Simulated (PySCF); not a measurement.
## Working with the constants of IO

UHF-CCSD(T) constants of IO, ²Π (doublet), unpaired electrons π ↑ (I x2c-SVPall, O x2c-SVPall; spin-free X2C with a Gaussian nucleus (PySCF 2.14); masses 126.9045 and 15.9949 u):

| Property | Result |
| --- | --- |
| ωe | 580.6 cm⁻¹ |
| ωexe | 3.48 cm⁻¹ |
| Be | 0.30644 cm⁻¹ |
| αe | 0.00245 cm⁻¹ |
| De to I + O | 1.59 eV |

Q: What force constant and bond length do these constants imply?

A: Reduced mass μred = 14.205 u; k = 5.8918×10⁻⁷·μred·ωe² (u, cm⁻¹, mdyn/Å) = 2.82 mdyn/Å; Re = √(16.8576/(μred·Be)) (u, cm⁻¹, Å) = 1.968 Å.

Q: Estimate the centrifugal constant D from the Kratzer relation and find the Dunham coefficient a1.

A: D = 4Be³/ωe² = 3.41e-07 cm⁻¹; a1 = −1 − αeωe/(6Be²) = -3.52.

Correlated steps freeze 19 core orbitals. Correlated levels converge slowly with the basis: in double zeta they bind strong bonds too weakly, by up to about 1 eV, and carry superposition errors of some tenths. These are scalar-relativistic numbers at best; spin–orbit coupling would shift them, the dissociation energy most. The state was picked by a PBE0 search and need not be the measured ground state.
